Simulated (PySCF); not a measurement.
Vertical excitations of a molecule C6H4O from TDA-PBE/def2-SVPD (PySCF 2.14.0), as energy in eV (oscillator strength): 5.29 (0.000), 5.42 (0.000), 5.64 (0.155), 5.64 (0.000), 6.01 (0.003), 6.11 (0.228), 6.30 (0.000), 6.47 (0.000), 6.57 (0.001), 6.86 (0.000). Lowest triplet (TDA): 3.64 eV. Coordinates come from a PBE0-D3(BJ)/def2-SVP optimisation. Other conformers were not sampled.

Problem. Which molecule gave these data?
(A) C#Cc1ccco1
(B) C#CC(C#C)C=O
(C) C#Cc1ccoc1

Solution. C, C#Cc1ccoc1
